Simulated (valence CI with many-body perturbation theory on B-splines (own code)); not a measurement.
## Zn XXV: fill in the table

Calculated by configuration interaction combined with many-body perturbation theory (CI+MBPT): four valence electrons over a frozen Dirac-Fock core [He], a basis of 11 s, 11 p, 9 d, 7 f, 5 g, 2 h, 1 i functions for each j, with the one-electron correlation potential Σ1 (screened to all orders), the two-electron term Σ2, the three-electron term Σ3, Breit, model QED; selected single and double excitations, second order for the rest (own B-spline code, finite nucleus).

No measured levels were compared; by estimate levels of excited configurations hold to 0.05 to 0.15 % of their energy, terms of the ground configuration to about 0.5 %. Among the levels kept, up to 250 cm⁻¹ of a level comes from second order outside the variational space, and about a tenth of that is noise between levels of different J, which matters for small intervals.

| Level | E (eV) |
| --- | --- |
| 2s²2p² ³P_0 | 0.00 |
| 2s²2p² ³P_1 | 19.54 |
| 2s²2p² ³P_2 | 27.03 |
| 2s²2p² ¹D_2 | 53.20 |
| 2s²2p² ¹S_0 | ? |
| 2s2p³ ⁵S°_2 | ? |
| 2s2p³ ³D°_1 | 127.27 |
| 2s2p³ ³D°_2 | 129.32 |
| 2s2p³ ³D°_3 | ? |
| 2s2p³ ³P°_0 | ? |
| 2s2p³ ³P°_1 | ? |
| 2s2p³ ³P°_2 | 160.56 |
| 2s2p³ ³S°_1 | 177.15 |
| 2s2p³ ¹D°_2 | 187.91 |
| 2s2p³ ¹P°_1 | 210.40 |
| 2p⁴ ³P_2 | 261.49 |
| 2p⁴ ³P_0 | ? |
| 2p⁴ ³P_1 | 284.63 |
| 2p⁴ ¹D_2 | 295.31 |
| 2p⁴ ¹S_0 | 334.95 |

Names give the largest LS component (configuration and term), which can be under half, so a name can repeat, a term be missing and a line seem to break the LS rules; names also repeat where a configuration has a term twice.

Task: The levels stand in rising order. What does the calculation give for the missing energies?

Result: 2s²2p² ¹S_0 72.21; 2s2p³ ⁵S°_2 87.24; 2s2p³ ³D°_3 136.78; 2s2p³ ³P°_0 153.50; 2s2p³ ³P°_1 156.02; 2p⁴ ³P_0 278.36.
